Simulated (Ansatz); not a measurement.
Reaction (ligand exchange at the Si–O bond): `CO[SiH](C)O` + `C[Si](O)(O)O` → `C[SiH](O)O[Si](C)(O)O` + CH₃OH

Computed with Ansatz on PBE0-D4/def2-TZVP structures; ΔE is electronic, products minus reactants. CCSD(T)/CBS is the MP2 limit (def2-TZVPP, def2-QZVPP) plus CCSD(T) − MP2 in def2-TZVPP, frozen cores. This one scheme is used for every species. Functionals use def2-TZVPP. One conformer a species, not always the lowest.

```
             level  ΔE (kJ/mol)
              PBE0        -13.5
SCS-MP2/def2-TZVPP        -16.8
   CCSD/def2-TZVPP        -17.8
    MP2/def2-QZVPP        -16.5
SCS-MP2/def2-QZVPP        -17.5
      HF/CBS(def2)        -21.1
     MP2/CBS(def2)        -16.4
    CCSD/CBS(def2)        -18.4
```

Question: What does CCSD(T)/CBS give? (An estimate is asked.)

Answer: The calculation gave: -17.9 kJ/mol. The listed levels differ from it by 4.4, 1.1, 0.1, 1.4, 0.4, -3.2, 1.5, -0.5 kJ/mol.

Largest T1 diagnostic among the species: 0.011.

The D4 term adds −5.9 kJ/mol with B3LYP and −4.1 kJ/mol with PBE0; it sums over pairs of atoms, weighted by their polarisabilities, and B3LYP, whose exchange is more repulsive, gets the larger term.

B3LYP here is the variant with VWN-RPA as its local correlation; programs differ in this.
